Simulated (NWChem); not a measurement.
System: SnHF, singlet; SMILES [F][SnH]

Input file for NWChem:

```
start job
memory heap 200 mb stack 900 mb global 1100 mb
geometry units angstroms noautosym nocenter noautoz
  Sn     0.019398     0.304729     0.000000
  H     -1.763091     0.510438     0.000000
  F     -0.068641    -1.653478     0.000000
end
basis spherical
  Sn library def2-svpd
  H library def2-svpd
  F library def2-svpd
end
ecp
  Sn library def2-ecp
end
dft
  xc pbe0
  iterations 150
end
property
  response 1 0.0
end
task dft property
```

Low-valent species are run as closed-shell singlets; no triplet was tried in these runs. Coordinates come from a PBE0/def2-SVP optimisation. def2 effective core potentials on Sn; no spin-orbit coupling.

Static field.

Problem. Predict the main results of this run. (PBE0/def2-SVPD with def2 effective core potentials on Sn.) Quantities: isotropic polarisability (bohr³); anisotropy (bohr³).

Solution. 
```
Quantity                          Value
--------------------------------  -----
isotropic polarisability (bohr³)   42.7
anisotropy (bohr³)                 11.6
```
